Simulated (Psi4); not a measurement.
CH$_{9}$BGe$_{2}$ (SMILES C[B]([GeH3])[GeH3]), singlet, at a GFN2-xTB geometry, atoms displaced at random by about 0.03 Å a coordinate; TPSS/STO-3G, gradient (Psi4).

Psi4 was given this input:
```
memory 2 GB

molecule mol {
0 1
  B    -0.483202    0.308859   -0.409627
  Ge    1.407235    0.056061   -1.107977
  H     1.867377   -1.350072   -1.093153
  H     1.726971    0.619532   -2.437707
  H     2.487644    0.700996   -0.152495
  Ge   -1.007139   -0.347227    1.422261
  H    -0.667376   -1.834977    1.692054
  H    -0.303063    0.292899    2.621566
  H    -2.439445   -0.225357    1.799288
  C    -1.513808    1.020577   -1.303543
  H    -2.278372    1.498494   -0.764273
  H    -1.980758    0.170477   -1.853652
  H    -1.093560    1.646173   -2.008995
symmetry c1
no_reorient
no_com
}

set basis sto-3g
set reference rks

gradient('tpss')
print_variables()
```

Task: What does Psi4 print? Leave out banner, timings and long lists.

Result: 
```
gradient() will perform analytic gradient computation.

   => Loading Basis Set <=

    Name: STO-3G
    Role: ORBITAL
    Keyword: BASIS

         ---------------------------------------------------------
                                   SCF
               by Justin Turney, Rob Parrish, Andy Simmonett
                          and Daniel G. A. Smith
                              RKS Reference
         ---------------------------------------------------------

  ==> Geometry <==

    Molecular point group: c1
    Full point group: C1

    Geometry (in Angstrom), charge = 0, multiplicity = 1:

       Center              X                  Y                   Z               Mass
    ------------   -----------------  -----------------  -----------------  -----------------
         B           -0.483202000000     0.308859000000    -0.409627000000    11.009305360000
         GE           1.407235000000     0.056061000000    -1.107977000000    73.921177761000
         H            1.867377000000    -1.350072000000    -1.093153000000     1.007825032230
         H            1.726971000000     0.619532000000    -2.437707000000     1.007825032230
         H            2.487644000000     0.700996000000    -0.152495000000     1.007825032230
         GE          -1.007139000000    -0.347227000000     1.422261000000    73.921177761000
         H           -0.667376000000    -1.834977000000     1.692054000000     1.007825032230
         H           -0.303063000000     0.292899000000     2.621566000000     1.007825032230
         H           -2.439445000000    -0.225357000000     1.799288000000     1.007825032230
         C           -1.513808000000     1.020577000000    -1.303543000000    12.000000000000
         H           -2.278372000000     1.498494000000    -0.764273000000     1.007825032230
         H           -1.980758000000     0.170477000000    -1.853652000000     1.007825032230
         H           -1.093560000000     1.646173000000    -2.008995000000     1.007825032230

  Running in c1 symmetry.

  Rotational constants: A =      0.14901  B =      0.03372  C =      0.02815 [cm^-1]
  Rotational constants: A =   4467.32432  B =   1010.77506  C =    843.82708 [MHz]
  Nuclear repulsion =  462.204871165630834

  Charge       = 0
  Multiplicity = 1
  Electrons    = 84
  Nalpha       = 42
  Nbeta        = 42

  ==> Algorithm <==

  SCF Algorithm Type is DF.
  DIIS enabled.
  MOM disabled.
  Fractional occupation disabled.
  Guess Type is SAD.
  Energy threshold   = 1.00e-08
  Density threshold  = 1.00e-08
  Integral threshold = 1.00e-12

  ==> Primary Basis <==

  Basis Set: STO-3G
    Blend: STO-3G
    Number of shells: 31
    Number of basis functions: 55
    Number of Cartesian functions: 57
    Spherical Harmonics?: true
    Max angular momentum: 2

  ==> DFT Potential <==

   => LibXC <=

    Version 7.1.2
    S. Lehtola, C. Steigemann, M. J. T. Oliveira, and M. A. L. Marques,  SoftwareX 7, 1–5 (2018) (10.1016/j.softx.2017.11.002)

   => Composite Functional: TPSS <=

    TPSS Meta-GGA XC Functional

    J. Tao, et al., Phys. Rev. Lett., 91, 146401, 2003

    Deriv               =              1
    GGA                 =           TRUE
    Meta                =           TRUE

    Exchange Hybrid     =          FALSE
    MP2 Hybrid          =          FALSE

   => Exchange Functionals <=

    1.0000   XC_MGGA_X_TPSS

   => Correlation Functionals <=

    1.0000   XC_MGGA_C_TPSS

   => LibXC Density Thresholds  <==

    XC_MGGA_C_TPSS:  1.00E-15
    XC_MGGA_X_TPSS:  1.00E-15

   => Molecular Quadrature <=

    Radial Scheme          =       TREUTLER
    Pruning Scheme         =           NONE
    Nuclear Scheme         =       TREUTLER

    Blocking Scheme        =         OCTREE
    BS radius alpha        =              1
    Pruning alpha          =              1
    Radial Points          =             75
    Spherical Points       =            302
    Total Points           =         275330
    Total Blocks           =           2124
    Max Points             =            256
    Max Functions          =             48
    Weights Tolerance      =       1.00E-15

   => Loading Basis Set <=

    Name: (STO-3G AUX)
    Role: JKFIT
    Keyword: DF_BASIS_SCF

  ==> Integral Setup <==

  SCF_SUBTYPE=INCORE selected. In-core MEM_DF algorithm will be used.
  Using in-core AOs.

  ==> MemDFJK: Density-Fitted J/K Matrices <==

    J tasked:                   Yes
    K tasked:                    No
    wK tasked:                   No
    Algorithm:                 Core
    Schwarz Cutoff:           1E-12
    Mask sparsity (%):      15.4711
    Fitting Condition:        1E-10

   => Auxiliary Basis Set <=

  Basis Set: (STO-3G AUX)
    Blend: DEF2-UNIVERSAL-JKFIT
    Number of shells: 224
    Number of basis functions: 844
    Number of Cartesian functions: 1100
    Spherical Harmonics?: true
    Max angular momentum: 5

  Minimum eigenvalue in the overlap matrix is 1.9738714306E-01.
  Reciprocal condition number of the overlap matrix is 8.0513982183E-02.
    Using symmetric orthogonalization.

  ==> Pre-Iterations <==

  SCF Guess: Superposition of Atomic Densities via on-the-fly atomic UHF (no occupation information).

   -------------------------
    Irrep   Nso     Nmo
   -------------------------
     A         55      55
   -------------------------
    Total      55      55
   -------------------------

  ==> Iterations <==

                           Total Energy        Delta E     RMS |[F,P]|

   @DF-RKS iter SAD: -4168.99974557683163   -4.16900e+03   0.00000e+00
   @DF-RKS iter   1: -4172.80890590338549   -3.80916e+00   1.78114e-02 DIIS/ADIIS
   @DF-RKS iter   2: -4109.97134180633475    6.28376e+01   2.17925e-01 ADIIS
   @DF-RKS iter   3: -4169.43433281678699   -5.94630e+01   5.14361e-02 DIIS/ADIIS
   @DF-RKS iter   4: -4173.58547982466825   -4.15115e+00   8.02530e-03 DIIS/ADIIS
   @DF-RKS iter   5: -4172.97465286309944    6.10827e-01   2.24980e-02 DIIS/ADIIS
[...]
  @DF-RKS Final Energy: -4173.71951725124563
    Total Energy =                      -4173.7195172512456338
[...]

 ------------------------------------------------------------------------------------
     Multipole            Electronic (a.u.)      Nuclear  (a.u.)        Total (a.u.)
 ------------------------------------------------------------------------------------

 L = 1.  Multiply by 2.5417464519 to convert [e a0] to [Debye]
 Dipole X            :          2.4790363           -2.6009586           -0.1219223
 Dipole Y            :          0.2584402           -0.2482911            0.0101490
 Dipole Z            :          3.6505721           -3.7977297           -0.1471576
 Magnitude           :                                                    0.1913724

 ------------------------------------------------------------------------------------

         ------------------------------------------------------------
                                   SCF GRAD
                          Rob Parrish, Justin Turney,
                       Andy Simmonett, and Alex Sokolov
         ------------------------------------------------------------

  ==> Geometry <==

    Molecular point group: c1
    Full point group: C1

    Geometry (in Angstrom), charge = 0, multiplicity = 1:

       Center              X                  Y                   Z               Mass
    ------------   -----------------  -----------------  -----------------  -----------------
         B           -0.483202000000     0.308859000000    -0.409627000000    11.009305360000
         GE           1.407235000000     0.056061000000    -1.107977000000    73.921177761000
         H            1.867377000000    -1.350072000000    -1.093153000000     1.007825032230
         H            1.726971000000     0.619532000000    -2.437707000000     1.007825032230
         H            2.487644000000     0.700996000000    -0.152495000000     1.007825032230
         GE          -1.007139000000    -0.347227000000     1.422261000000    73.921177761000
         H           -0.667376000000    -1.834977000000     1.692054000000     1.007825032230
         H           -0.303063000000     0.292899000000     2.621566000000     1.007825032230
         H           -2.439445000000    -0.225357000000     1.799288000000     1.007825032230
         C           -1.513808000000     1.020577000000    -1.303543000000    12.000000000000
         H           -2.278372000000     1.498494000000    -0.764273000000     1.007825032230
         H           -1.980758000000     0.170477000000    -1.853652000000     1.007825032230
         H           -1.093560000000     1.646173000000    -2.008995000000     1.007825032230

  Nuclear repulsion =  462.204871165630834

  ==> Basis Set <==

  Basis Set: STO-3G
    Blend: STO-3G
    Number of shells: 31
    Number of basis functions: 55
    Number of Cartesian functions: 57
    Spherical Harmonics?: true
    Max angular momentum: 2

  ==> DFJKGrad: Density-Fitted SCF Gradients <==

    Gradient:                    1
    J tasked:                  Yes
    K tasked:                   No
    wK tasked:                  No
    Integrals threads:           1
    Schwarz Cutoff:          1E-12
    Fitting Condition:       1E-10

   => Auxiliary Basis Set <=

  Basis Set: (STO-3G AUX)
    Blend: DEF2-UNIVERSAL-JKFIT
    Number of shells: 224
    Number of basis functions: 844
    Number of Cartesian functions: 1100
    Spherical Harmonics?: true
    Max angular momentum: 5

  ==> DFT Potential <==

   => LibXC <=

    Version 7.1.2
    S. Lehtola, C. Steigemann, M. J. T. Oliveira, and M. A. L. Marques,  SoftwareX 7, 1–5 (2018) (10.1016/j.softx.2017.11.002)

   => Composite Functional: TPSS <=

    TPSS Meta-GGA XC Functional

    J. Tao, et al., Phys. Rev. Lett., 91, 146401, 2003

    Deriv               =              1
    GGA                 =           TRUE
    Meta                =           TRUE

    Exchange Hybrid     =          FALSE
    MP2 Hybrid          =          FALSE

   => Exchange Functionals <=

    1.0000   XC_MGGA_X_TPSS

   => Correlation Functionals <=

    1.0000   XC_MGGA_C_TPSS

   => LibXC Density Thresholds  <==

    XC_MGGA_C_TPSS:  1.00E-15
    XC_MGGA_X_TPSS:  1.00E-15

   => Molecular Quadrature <=

    Radial Scheme          =       TREUTLER
    Pruning Scheme         =           NONE
    Nuclear Scheme         =       TREUTLER

    Blocking Scheme        =         OCTREE
    BS radius alpha        =              1
    Pruning alpha          =              1
    Radial Points          =             75
    Spherical Points       =            302
    Total Points           =         275330
    Total Blocks           =           2124
    Max Points             =            256
    Max Functions          =             48
    Weights Tolerance      =       1.00E-15

  -Total Gradient:
     Atom            X                  Y                   Z
    ------   -----------------  -----------------  -----------------
       1       -0.048003825341     0.022481561685    -0.038245656982
       2       -0.019204758767    -0.005134773803    -0.023857323263
       3        0.009371312086    -0.027715730174     0.002815540838
       4        0.007128760608     0.011425625266    -0.024641125539
       5        0.036214839939     0.019808194169     0.031130541120
       6       -0.011332117752     0.014930017144    -0.020208651112
       7        0.010286887939    -0.042912486056     0.009461301949
       8        0.018148292888     0.015719633781     0.035382804515
       9       -0.026673043085     0.002294184310     0.009261488285
      10        0.006801666859     0.057448321611    -0.010104547918
      11        0.035197304843    -0.022713293547    -0.018976093613
      12        0.004145583737    -0.004658257903     0.002815726448
      13       -0.022145321872    -0.041089296521     0.045002241667

  Variable Map:
  ----------------------------------------------------------------------------
[...]
  Array Variable Map:
  ----------------------------------------------------------------------------
[...]
[...]
```
